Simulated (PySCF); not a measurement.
CHO$_{2}$, doublet, geometry from GFN2-xTB. Base run: CAMB3LYP/3-21G run with PySCF.

PySCF was given this input:
```python
from pyscf import gto, scf, dft

mol = gto.Mole()
mol.atom = '''
    O     0.965243   -0.682663   -0.072977
    C     0.272153    0.258955    0.168123
    O    -0.979298    0.513219   -0.000943
    H    -1.520474   -0.198179   -0.417378
'''
mol.basis = '3-21g'
mol.charge = 0
mol.spin = 1
mol.verbose = 5
mol.build()

mf = dft.UKS(mol)
mf.xc = 'camb3lyp'
mf.kernel()
```

Each row names what was changed in the base input (with any setting that the change needs).

```tsv
change	ΔE vs base (mEh)	fitting functions	dipole (D)
base	0.000	-	2.54
auxbasis = def2-universal-jfit	0.042	158	2.54
auxbasis = cc-pvtz-jkfit	-0.082	267	2.54
auxbasis = cc-pvdz-jkfit	-0.074	233	2.54
auxbasis = cc-pvqz-jkfit	-0.067	369	2.54
auxbasis = def2-svp-ri	-12.005	158	2.54
auxbasis = even-tempered beta=3.0	-1.363	115	2.56
only_dfj = on; auxbasis = def2-universal-jfit	-0.399	158	2.54
auxbasis = even-tempered beta=1.6	-0.333	257	2.55
auxbasis = even-tempered beta=2.0	-0.733	182	2.55
```

A fitting set is made for a task (jfit for Coulomb, jkfit for Coulomb and exchange, ri for correlation) and for a family of orbital bases.

Open shells are given as the SCF converged; they aren't shown to be the lowest states, and a large step between rows can be another state.
